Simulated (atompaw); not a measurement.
# zirconium (Zr) PAW (atompaw): all-electron and pseudo phase curves

Zr, PAW, made with atompaw 4.2.0.5 (PBEsol, scalar-relativistic). Core [Ar] 3d10, reference 4s2 4p6 4d2 5s2 5p0. Waves: 4s (bound): rc 1.45 bohr; 5s (bound): rc 2.30 bohr; 4p (bound): rc 2.30 bohr; 5p (bound, empty): rc 2.30 bohr; 4d (bound): rc 2.30 bohr; 4d channel at 0.55 Ry: rc 2.30 bohr. Local part: bessel scheme, radius 1.50 bohr. Core correction: smooth core density matched at 1.20 bohr. Augmentation charge: sinc compensation charge, radius 1.75 bohr; PAW radius 2.30 bohr; waves and projectors: custom polynom2 7 10 vanderbiltortho.

The phase is arctan(r·u′/u) with u = r·R(r), unwrapped; energies in Ry, scanned from -6 to 5 Ry. A pole is an energy at which the radial function vanishes at the test radius. The pseudo phase is shifted by a multiple of π to meet the all-electron one at the reference energy, and phase errors are pseudo minus all-electron; the curves can meet again beyond the range given. Levels narrower than the energy grid can be missing from the lists of poles.

```tsv
channel	radius (bohr)	reference energy (Ry)	poles, all-electron	poles, pseudo	unbroken range about the reference energy with phases within 0.05 rad	phase error 1 Ry above the reference energy (rad)
s	2.31	-0.33	-3.80	-3.80, 3.54	below 0.8	-0.035
p	2.31	-0.11	-1.99	-1.99	the whole range	+0.000
d	2.31	-0.27	0.92	0.92	below 3.9	+0.000
```

Phases in the p channel:

| E (Ry) | all-electron | pseudo |
| --- | --- | --- |
| -6.00 | 1.367 | 1.367 |
| -5.52 | 1.353 | 1.353 |
| -5.04 | 1.336 | 1.336 |
| -4.56 | 1.312 | 1.312 |
| -4.08 | 1.276 | 1.277 |
| -3.60 | 1.213 | 1.213 |
| -3.12 | 1.047 | 1.047 |
| -2.64 | -0.208 | -0.207 |
| -2.16 | -1.483 | -1.483 |
| -1.68 | -1.659 | -1.659 |
| -1.20 | -1.738 | -1.738 |
| -0.72 | -1.797 | -1.797 |
| -0.24 | -1.857 | -1.857 |
| 0.24 | -1.932 | -1.932 |
| 0.72 | -2.041 | -2.041 |
| 1.20 | -2.229 | -2.229 |
| 1.68 | -2.611 | -2.608 |
| 2.16 | -3.323 | -3.315 |
| 2.64 | -3.954 | -3.948 |
| 3.12 | -4.264 | -4.261 |
| 3.60 | -4.421 | -4.419 |
| 4.08 | -4.513 | -4.512 |
| 4.56 | -4.574 | -4.573 |
